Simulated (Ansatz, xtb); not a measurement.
# Two isomers of Cl2FGeH3Si

Structure a: `F[Si](Cl)(Cl)[GeH3]`, a singlet. Structure b: `F[Si@H](Cl)[GeH2][Cl]`, a singlet. Both are isolated molecules in the gas phase, relaxed with PBE0-D3(BJ)/def2-SVP, each in the lowest conformer that the search found.

Which of the two would you expect CCSD(T)/def2-SVP + ΔMP2/def2-TZVPP electronic energies to favour?

Structure a; the calculation gives E(b) − E(a) = +37.2 kJ/mol.

Level by level:

| level | geometry | E(b) − E(a) (kJ/mol) | departure from the last row (kJ/mol) | job, with rough time for the two |
| --- | --- | --- | --- | --- |
| GFN2-xTB | GFN2-xTB | −52.9 | −90.2 | optimisation, 0.29 s |
| HF/STO-3G | GFN2-xTB | +19.8 | −17.4 | single point, 1.1 s |
| r2SCAN-D4/def2-SVP | GFN2-xTB | +43.4 | +6.1 | single point, 6.2 s |
| PBE0-D3(BJ)/def2-SVP | PBE0-D3(BJ)/def2-SVP | +38.4 | +1.2 | optimisation, 81 s |
| HF/def2-SVP | PBE0-D3(BJ)/def2-SVP | +24.8 | −12.4 | part of the CCSD(T) run |
| MP2/def2-SVP | PBE0-D3(BJ)/def2-SVP | +40.4 | +3.2 | part of the CCSD(T) run |
| CCSD(T)/def2-SVP | PBE0-D3(BJ)/def2-SVP | +38.0 | +0.7 | single point |
| CCSD(T)/def2-SVP + ΔMP2/def2-TZVPP | PBE0-D3(BJ)/def2-SVP | +37.2 |  | single point, 57 s |

As drawn, b has 1 Cl–Ge, 1 Si–H in place of 1 Cl–Si, 1 Ge–H.

GFN2-xTB puts the two in the other order. The largest departure from CCSD(T)/def2-SVP + ΔMP2/def2-TZVPP is that of GFN2-xTB, 90.2 kJ/mol. The last row adds to CCSD(T) the change of the MP2 difference between the two basis sets, here −0.7 kJ/mol.

With harmonic frequencies from PBE0-D3(BJ)/def2-SVP (ideal gas, rigid rotor, one conformer each, 298.15 K, 1 atm): on the last row, ΔE + ΔZPE = +39.4 kJ/mol. A mode under 50 cm⁻¹ makes harmonic enthalpies and free energies unreliable, so none is given.

The correlated steps freeze 25 core orbitals; the filled d shell of Ge is correlated, in a basis made for valence electrons. Run with Ansatz 0.2.0, xtb 6.7.1; the last row on 2 threads of Intel(R) Xeon(R) Platinum 8259CL CPU @ 2.50GHz (Skylake/Cascade Lake) on a shared host.
